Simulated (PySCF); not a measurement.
C₂H₆GeSi, SMILES C1=[CH][GeH2][SiH2]1. Heavy atoms are numbered as in [CH:1]1=[CH:2][GeH2:3][SiH2:4]1. Hydrogens are named by the atom that carries them.

Geometry: B3LYP-D3(BJ)/def2-SVP. This is a generated structure with no PubChem entry under its InChIKey; it may be hypothetical.

The numbers are results of PBE/pcSseg-1 (PySCF), not measurements.

GIAO shieldings, no solvent; atoms alike by connectivity are averaged. δ = σ(ref) − σ: ¹³C against TMS (σ = 182.0 ppm); ⁷³Ge against GeH4 (σ = 1614.4 ppm); ²⁹Si against TMS (σ = 335.4 ppm); ¹H against TMS (σ = 31.49 ppm), references at their B3LYP-D3(BJ)/def2-TZVP geometries, non-relativistic.

| nucleus | atoms | count | δ (ppm) |
|---|---|---|---|
| ¹³C | C2 (CH) | 1 | 176.9 |
| ¹³C | C1 (CH) | 1 | 165.2 |
| ⁷³Ge | Ge3 (GeH2) | 1 | 156.6 |
| ²⁹Si | Si4 (SiH2) | 1 | -35.4 |
| ¹H | H on C2 | 1 | 7.90 |
| ¹H | H on C1 | 1 | 7.46 |
| ¹H | H on Si4 | 2 | 5.44 |
| ¹H | H on Ge3 | 2 | 5.28 |
